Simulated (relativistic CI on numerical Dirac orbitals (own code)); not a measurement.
Cubic crystal-field splitting of Pr⁴⁺ by operator equivalents

Problem. Pr⁴⁺ (4f) sits in a cubic field with the Wybourne parameters B⁴₀ = 3650 and B⁶₀ = 950 cm⁻¹. Find the levels of its ground J multiplet, neglecting the mixing with the other J.

Working.
1. One f electron has the ground level ²F5/2 with g_J = 6/7 and the Stevens factor β = 2/315. Rank 6 cannot act within J = 5/2.
2. Stevens form: B₄ = β B⁴₀/8 = 2.8968 cm⁻¹, in H = B₄(O₄⁰ + 5O₄⁴).
3. The eigenvalues of O₄⁰ + 5O₄⁴ for J = 5/2 are −240 (Γ7 doublet) and +120 (Γ8 quartet): E(Γ7) = -695.2, E(Γ8) = 347.6 cm⁻¹.
4. Order and energies above the lowest: Γ7 0.0, Γ8 1042.9 cm⁻¹. A Γ7 ground doublet has the isotropic |g| = 1.429.

Check. Diagonalising spin-orbit coupling (free-ion gap 2909 cm⁻¹, from a Dirac-Coulomb-Breit calculation) and field together in all 14 states gives Γ7 0.0, Γ8 851.0 cm⁻¹, with |g| = 1.384. The other multiplet starts at 2890 cm⁻¹; the differences from the hand values come from J mixing and grow with the ratio of the field to that gap.
